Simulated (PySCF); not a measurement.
## Radial density of Cd (cadmium, neutral)

TPSS, [Kr] 4d10 5s1 5p1, 5s spin antiparallel (an excited configuration). All numbers are calculated (PySCF 2.14, the spin-free X2C one-electron Hamiltonian (Gaussian nucleus), in x2c-QZVPPall with one added diffuse shell each of s, p, d, f, g type (14s9p8d5f3g, 143 functions)).

```csv
r (bohr),4πr²ρ (e/bohr),4πr²(ρα − ρβ)
0.0224,61.79,-0.0036
0.0377,53.20,0.0034
0.0634,64.32,-0.0030
0.107,76.17,-0.0069
0.179,52.64,0.0105
0.302,62.42,-0.0138
0.507,22.71,-0.0159
0.854,20.47,0.0237
1.44,8.527,-0.1264
2.41,1.635,-0.2736
4.06,0.3988,0.1030
6.83,0.06720,0.0568
11.5,0.002021,0.0020
```

Densities and radii are taken from the X2C orbitals without a picture-change correction, which distorts them close to the nucleus.

With the s spin flipped the determinant is a mixture of two multiplicities, not a spectroscopic state.
